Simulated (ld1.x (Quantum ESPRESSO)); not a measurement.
nickel (Ni), PAW: configuration errors across variants

- Element: Ni (Z = 28)
- Generator: ld1.x (Quantum ESPRESSO) 7.5
- Type: PAW
- Functional: LDA (PZ)
- Relativity: scalar-relativistic
- Frozen core: [Ne] 3s2
- Valence charge: 16
- Reference configuration: 3p6 3d8 4s1.5 4p0.5
- Partial waves: 4s (bound): rcut 1.75, rcutus 2.40 bohr; 4s channel at 1.1 Ry: rcut 1.75, rcutus 2.40 bohr; 3p (bound): rcut 1.10, rcutus 1.20 bohr; 4p (bound): rcut 1.10, rcutus 1.20 bohr; 3d (bound): rcut 0.90, rcutus 1.20 bohr; 3d channel at 2.1 Ry: rcut 0.90, rcutus 1.20 bohr
- Local potential: all-electron potential smoothed inside 0.95 bohr (lloc = -1)
- Core correction: Bessel-smoothed model core inside 0.55 bohr
- Augmentation charge: BESSEL, radius 1.00 bohr

All-electron excitation energies from the reference (eV): (1) 3p6 3d8 4s2 4p0 -2.298; (2) 3p6 3d8 4s1 4p0 7.302; (3) 3p6 3d8 4s0 4p0 24.962; (4) 3p6 3d9 4s0 4p0 4.264; (5) 3p6 3d8 4s1 4p1 2.381; (6) 3p6 3d6 4s0 4p0 120.627; (7) 3p6 3d7 4s2 4p0 14.108; (8) 3p6 3d8 4s1.5 4p0.5 spin -1.168; (9) 3p6 3d8 4s2 4p0 spin -3.211.

Spin tests fill each open shell by Hund’s rule, majority spin first.

The overlap operator is not positive definite (basis up to 400 Ry) in “base”, “all radii but the core radius scaled by about 0.80 (s 1.92, p 0.96, d 0.96 bohr, rcut 1.40/0.88/0.72); local potential all-electron potential smoothed inside 0.76 bohr (lloc = -1); augmentation BESSEL, radius 0.80 bohr”, “all radii but the core radius scaled by about 1.04 (s 2.50, p 1.24, d 1.24 bohr, rcut 1.82/1.14/0.94); local potential all-electron potential smoothed inside 0.98 bohr (lloc = -1); augmentation BESSEL, radius 1.04 bohr”, “all radii but the core radius scaled by about 1.15 (s 2.76, p 1.38, d 1.38 bohr, rcut 2.00/1.26/1.04); local potential all-electron potential smoothed inside 1.10 bohr (lloc = -1); augmentation BESSEL, radius 1.14 bohr”, “all radii but the core radius scaled by about 1.27 (s 3.06, p 1.52, d 1.52 bohr, rcut 2.22/1.40/1.14); local potential all-electron potential smoothed inside 1.20 bohr (lloc = -1); augmentation BESSEL, radius 1.28 bohr”. Such files are unfit for use, however small their errors in these radial tests.

Tests that are not counted but printed errors over 1 eV. “all radii but the core radius scaled by about 1.15 (s 2.76, p 1.38, d 1.38 bohr, rcut 2.00/1.26/1.04); local potential all-electron potential smoothed inside 1.10 bohr (lloc = -1); augmentation BESSEL, radius 1.14 bohr”: 3p6 3d6 4s0 4p0 (solver errors, printed error -2148 eV). “all radii but the core radius scaled by about 1.27 (s 3.06, p 1.52, d 1.52 bohr, rcut 2.22/1.40/1.14); local potential all-electron potential smoothed inside 1.20 bohr (lloc = -1); augmentation BESSEL, radius 1.28 bohr”: 3p6 3d6 4s0 4p0 (solver errors, printed error -2170 eV); 3p6 3d7 4s2 4p0 (solver errors, printed error -2749 eV).

A true bound ghost makes a file unfit for plane-wave use even where its test errors are small: the radial tests pick states by their node count and pass the ghost by. Where a test does run into it, the solver fails or the error is huge.

Errors AE − PS in meV (a dash: test not solved or not reliable):

| change | (1) | (2) | (3) | (4) | (5) | (6) | (7) | (8) | (9) | bound ghosts |
| --- | --- | --- | --- | --- | --- | --- | --- | --- | --- | --- |
| base | +8.5 | +3.6 | +114 | +93 | +10 | +64 | +45 | -0.4 | +6.9 | not determined (overlap not positive) |
| all radii but the core radius scaled by about 0.80 (s 1.92, p 0.96, d 0.96 bohr, rcut 1.40/0.88/0.72); local potential all-electron potential smoothed inside 0.76 bohr (lloc = -1); augmentation BESSEL, radius 0.80 bohr | -27 | -15 | -324 | -335 | -36 | -506 | -360 | -2.8 | -27 | s (p not tested, overlap not positive) |
| all radii but the core radius scaled by about 1.04 (s 2.50, p 1.24, d 1.24 bohr, rcut 1.82/1.14/0.94); local potential all-electron potential smoothed inside 0.98 bohr (lloc = -1); augmentation BESSEL, radius 1.04 bohr | +24 | +11 | +396 | +323 | +34 | +852 | +109 | +1.2 | +24 | not determined (overlap not positive) |
| all radii but the core radius scaled by about 1.15 (s 2.76, p 1.38, d 1.38 bohr, rcut 2.00/1.26/1.04); local potential all-electron potential smoothed inside 1.10 bohr (lloc = -1); augmentation BESSEL, radius 1.14 bohr | +45 | +21 | +806 | +705 | +66 | – | +166 | +1.5 | +47 | not determined (overlap not positive) |
| all radii but the core radius scaled by about 1.27 (s 3.06, p 1.52, d 1.52 bohr, rcut 2.22/1.40/1.14); local potential all-electron potential smoothed inside 1.20 bohr (lloc = -1); augmentation BESSEL, radius 1.28 bohr | +6.3 | +2.4 | +86 | +69 | +8.4 | – | – | -1.0 | +4.9 | s (p not tested, overlap not positive) |
| all radii but the core radius scaled by about 1.40 (s 3.36, p 1.68, d 1.68 bohr, rcut 2.44/1.54/1.26); local potential all-electron potential smoothed inside 1.32 bohr (lloc = -1); augmentation BESSEL, radius 1.40 bohr | +1.4 | -3.1 | +7.7 | -5.1 | +1.4 | -208 | -54 | -1.5 | -0.5 | s |

Task: Give the same row for: all radii but the core radius scaled by about 0.92 (s 2.20, p 1.10, d 1.10 bohr, rcut 1.60/1.02/0.82); local potential all-electron potential smoothed inside 0.88 bohr (lloc = -1); augmentation BESSEL, radius 0.92 bohr.

Result: +3.2, +1.5, +45, +39, +3.8, -170, +24, -0.7, +1.4; bound ghosts: s.
